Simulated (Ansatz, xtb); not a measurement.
## Two isomers of C5H4N2OS

Structure X: `Cc1c(C#N)nsc1O`, a singlet. Structure Y: `C=C(C=O)c1ncsn1`, a singlet. Both are isolated molecules in the gas phase, relaxed with B3LYP-D3(BJ)/def2-SVP; the shapes shown needn't be the lowest conformers.

X (Å):

| atom | x (Å) | y (Å) | z (Å) |
| --- | --- | --- | --- |
| C | -1.3820 | 0.3920 | 1.1015 |
| C | 0.0281 | -0.0405 | 0.8389 |
| C | 1.1908 | 0.7994 | 0.8819 |
| C | 1.1106 | 2.2003 | 1.1953 |
| C | 0.4292 | -1.3194 | 0.5136 |
| N | 0.9915 | 3.3249 | 1.4534 |
| N | 2.3730 | 0.2610 | 0.6237 |
| O | -0.3972 | -2.3699 | 0.3848 |
| S | 2.1640 | -1.3601 | 0.2973 |
| H | -2.0708 | -0.4571 | 0.9988 |
| H | -1.4893 | 0.8047 | 2.1173 |
| H | -1.6946 | 1.1792 | 0.3970 |
| H | 0.0841 | -3.1751 | 0.1522 |

Y (Å):

```xyz
13

C    -1.0495    0.2512    2.3787
C    -0.5086    0.5897    1.1945
C    -0.9302    1.8652    0.5280
C     0.4936   -0.2545    0.5225
C     1.7967   -1.9979    0.3275
N     0.9178   -1.4336    1.0998
N     1.0085    0.0943   -0.6419
O    -1.7443    2.6230    1.0021
S     2.1006   -1.0744   -1.1118
H    -0.7631   -0.6701    2.8883
H    -1.7888    0.9172    2.8305
H    -0.4364    2.0728   -0.4485
H     2.2944   -2.9452    0.5482
```

Question: Estimate which is lower in electronic energy at CCSD(T)/def2-SVP + ΔMP2/def2-TZVPP, and by roughly how much.

Answer: The CCSD(T)/def2-SVP + ΔMP2/def2-TZVPP calculation puts structure X lower, by 18.2 kJ/mol.

The same difference at several levels:

| level | geometry | E(Y) − E(X) (kJ/mol) | departure from the last row (kJ/mol) | job, with rough time for the two |
| --- | --- | --- | --- | --- |
| GFN2-xTB | GFN2-xTB | +12.9 | −5.3 | optimisation, 0.14 s |
| HF/STO-3G | GFN2-xTB | +100.3 | +82.0 | single point, 0.46 s |
| r2SCAN-D4/def2-SVP | GFN2-xTB | +2.6 | −15.6 | single point, 4.1 s |
| B3LYP-D3(BJ)/def2-SVP | B3LYP-D3(BJ)/def2-SVP | +0.2 | −18.0 | optimisation, 35 s |
| HF/def2-SVP | B3LYP-D3(BJ)/def2-SVP | −3.6 | −21.8 | part of the CCSD(T) run |
| MP2/def2-SVP | B3LYP-D3(BJ)/def2-SVP | +35.1 | +16.8 | part of the CCSD(T) run |
| CCSD(T)/def2-SVP | B3LYP-D3(BJ)/def2-SVP | +9.2 | −9.1 | single point |
| CCSD(T)/def2-SVP + ΔMP2/def2-TZVPP | B3LYP-D3(BJ)/def2-SVP | +18.2 |  | single point, 1.7 min |

As drawn, Y has 1 C=C, 1 C=O, 2 C∷N, 1 C–H in place of 2 C∷C, 1 C≡N, 1 C–O, 1 O–H (∷ is an aromatic bond).

HF/def2-SVP puts the two in the other order. B3LYP-D3(BJ)/def2-SVP finds them nearly level. The largest departure from CCSD(T)/def2-SVP + ΔMP2/def2-TZVPP is that of HF/STO-3G, 82.0 kJ/mol. The last row adds to CCSD(T) the change of the MP2 difference between the two basis sets, here +9.1 kJ/mol.

With thermal terms from frequencies at re-optimised GFN2-xTB minima (ideal gas, soft modes damped towards free rotors, one conformer each, 298.15 K, 1 atm): the zero-point term adds −1.4 kJ/mol; ΔH is +14.8 and ΔG +18.2 kJ/mol.

The correlated steps freeze 13 core orbitals. Programs: Ansatz 0.2.0, xtb 6.7.1; the last row on 4 threads of Arm Neoverse V2 on a shared host.
